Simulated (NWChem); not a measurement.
CaHOBr; SMILES [Ca]([Br])[OH]

```xyz
4

Ca     0.2311     1.1547    -0.0001
Br    -0.0492    -1.4744     0.0001
O     -0.2857     3.0665     0.0012
H     -0.6141     3.9778    -0.0107
```
Atoms are numbered in this order, from 1.

Computed with NWChem. The geometry was optimised at PBE-D3(BJ)/def2-SVP. Vertical excitations in the gas phase.

Estimate the computed values for PBE/def2-SVPD, TDA. Quantities: lowest excitation, singlet (eV); orbital gap (eV).


| Item | Value |
|---|---|
| lowest excitation, singlet (eV) | 3.75 |
| orbital gap (eV) | 3.73 |
